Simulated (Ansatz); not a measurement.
Cost and result up the ladder for cis-Zr(PH3)2Cl4 (ZrP2H6Cl4) (13 atoms). Total charge 0; singlet. Geometry: PBE-D4/def2-SVP.

```xyz
13

Cl    1.1320   -0.0150   -3.2095
Cl    1.1481    3.0620   -0.9422
Cl    2.3914   -0.1881    0.2375
Cl   -1.8313    0.9350   -1.2558
P    -0.2562    1.2112    1.6468
P    -0.2812   -1.9278   -0.6703
Zr    0.5733    0.7657   -1.0434
H     0.7000    1.6445    2.6172
H    -0.8030    0.1220    2.3994
H    -1.2896    2.1612    1.9189
H    -0.8386   -2.3163    0.5907
H     0.6684   -2.9902   -0.7879
H    -1.3133   -2.4641   -1.5015
```

Ansatz on 4 threads of Arm Neoverse V2 on a shared host. Times are rough, and most runs start from the orbitals of an earlier one. PBE0-D4/def2-TZVP serves as the yardstick here, not as an exact answer. Differences are given only for rows in sets of like size (and for xTB, whose basis is part of the method), since another set adds its own error. Binding counts from free atoms at the same level (Cl doublet, P quartet, Zr triplet, H doublet; other spins of the atoms weren't run), without zero-point energy or a counterpoise term.

In the def2 sets Zr takes a core potential; there is no spin–orbit coupling. LC-ωPBE has ω = 0.4 bohr⁻¹. Correlated methods freeze 30 core orbitals; core or outer-core shells of Zr are correlated, in sets that lack core-valence functions. No other spin state of charge 0 was run.

Correlated methods converge slowly with the basis.

```csv
level,functions,wall time,binding energy per atom (eV),difference from PBE0-D4/def2-TZVP (eV)
LDA (SPW92)/def2-TZVP,298,2.8 s,3.70,0.45
PBE0-D4/def2-SVP,169,4.1 s,3.27,–
LC-ωPBE/def2-TZVP,298,7.5 s,3.18,-0.07
MP2/def2-TZVP,298,8 s,3.17,-0.08
PBE0-D4/def2-TZVP,298,11 s,3.25,0.00
B97M-V/def2-TZVP,298,26 s,3.31,0.06
```
